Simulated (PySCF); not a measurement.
Excitations are Tamm–Dancoff values on a coarser integration grid. The basis has no diffuse functions, so Rydberg states are missing or too high.

Cartesian coordinates (Å):
```xyz
18

B      2.2519     1.4344    -0.3889
C      1.3536     0.2183    -0.1134
C      1.8676    -1.0651     0.0996
C      3.2282    -1.4575     0.1007
N      4.3400    -1.8118     0.1081
S      0.6565    -2.2805     0.3914
C     -0.6167    -1.0986     0.2382
C     -1.9911    -1.3418     0.3573
C     -2.8570    -0.2634     0.2020
C     -2.3633     1.0292    -0.0663
C     -0.9991     1.2639    -0.1833
C     -0.0922     0.1950    -0.0319
H      3.4483     1.2980    -0.4250
H      1.7645     2.5236    -0.5689
H     -2.3713    -2.3451     0.5655
H     -3.9352    -0.4237     0.2898
H     -3.0665     1.8581    -0.1836
H     -0.6184     2.2669    -0.3912
```
Charge 0, spin multiplicity 1.

Task: Give the total energy, brightest of the four lowest singlets (TDA), S1 excitation (TDA), dipole moment, S1 oscillator strength, T1 excitation (TDA), HOMO–LUMO gap and S1–T1 gap (TDA) at the level r2SCAN-D4/def2-TZVP // r2SCAN-D4/def2-SVP run with PySCF.

Result: 
The total energy is -824.2392 Ha, the brightest of the four lowest singlets (TDA) is 3.74 eV and the S1 excitation (TDA) is 3.38 eV. The dipole moment comes out as 5.40 D and the S1 oscillator strength is 0.060. The T1 excitation (TDA) comes out as 2.40 eV, the HOMO–LUMO gap comes out as 2.87 eV and the S1–T1 gap (TDA) is 0.98 eV.
